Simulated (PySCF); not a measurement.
A structure optimised at PBE0-D3(BJ)/def2-TZVPD, used in a PySCF frequency run:

```xyz
3

B     -0.2035    -1.2186     0.0000
Cl     0.0189     0.4763     0.0000
H      0.6955    -2.0035     0.0000
```
Charge 0, spin multiplicity 2.

**Question.** Write its SMILES, formula and point group.

**Answer.** [BH]Cl, BClH, Cs

**Question.** What are its rotational constants (standard atomic weights)?

**Answer.** 604.18, 17.935, 17.418 GHz
